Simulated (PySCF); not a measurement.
SnCl₄ was optimised in PySCF in the def2-TZVP basis family (density fitting, no spin–orbit coupling) with several functionals.

One of them gave a singlet of Td symmetry with a mean bond of 2.316 Å to Sn, wavenumbers 90 (×2), 119 (×3), 341, 380 (×3) cm⁻¹ and a HOMO–LUMO gap of 3.94 eV.

Task: Which level of theory was it?
A. B3LYP
B. PBE0
C. PBE

Result: C. That is PBE, with Sn–Cl 2.316 Å (×4). The others give B3LYP 2.314 Å and 387 cm⁻¹ for the highest mode; PBE0 2.289 Å and 405 cm⁻¹ for the highest mode.

Only the bonding shown was studied: isomers, or loss of a ligand pair, can lie lower.
